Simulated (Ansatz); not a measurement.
Ideal-gas functions of BF₃H₂O, SMILES `[OH2+][B-](F)(F)F` at 500 K and 1 bar, from an Ansatz frequency run at PBE0-D4/def2-TZVP.

Molar mass 85.82 g/mol, point group Cs (symmetry number 1), electronic degeneracy 1, moments of inertia 100.486, 108.992, 111.117 u Å². Harmonic wavenumbers (cm⁻¹, unscaled): 66, 273, 275, 289, 456, 457, 607, 631, 740, 863, 1327, 1354, 1626, 3796, 3893.

Use S(trans) = R[1.5 ln M + 2.5 ln T − 1.1517]; rotational temperatures θ = 24.2544 K / I; S(rot) = R[ln(√π/σ · √(T³/θAθBθC)) + 1.5]; for each mode x = 1.438777 ν̃/T, S = R[x/(eˣ − 1) − ln(1 − e⁻ˣ)] and H = RT x/(eˣ − 1); 1 cm⁻¹ = 0.0119627 kJ/mol; R = 8.31446 J/(mol·K).

Problem. By hand: the entropy, in J/(mol·K).

Solution. Translation 175.1. Rotation: θ = 0.2414, 0.2225, 0.2183 K, giving 113.2. Vibration, mode by mode: 22.14, 10.53, 10.47, 10.08, 6.63, 6.61, 4.66, 4.41, 3.44, 2.60, 0.90, 0.84, 0.44, 0.00, 0.00, in all 83.8. Electronic 0.0. Sum 372.1 J/(mol·K).

Problem. By hand: H − E and G − E in kJ/mol, counted from the electronic energy.

Solution. Zero-point energy ½ × 16653 × 0.0119627 = 99.6; thermal vibration 21.9; translation, rotation and pV give 4 RT = 16.6. H − E = 138.1 kJ/mol, and G − E = 138.1 − 500 × 372.1/1000 = -48.0 kJ/mol.

Vibration gives 23 % of the entropy, 22.1 J/(mol·K) of it from the mode under 150 cm⁻¹: soft modes count most, and the harmonic formula is weakest for them. The sum counts one conformer and one mirror image; others add a mixing term.
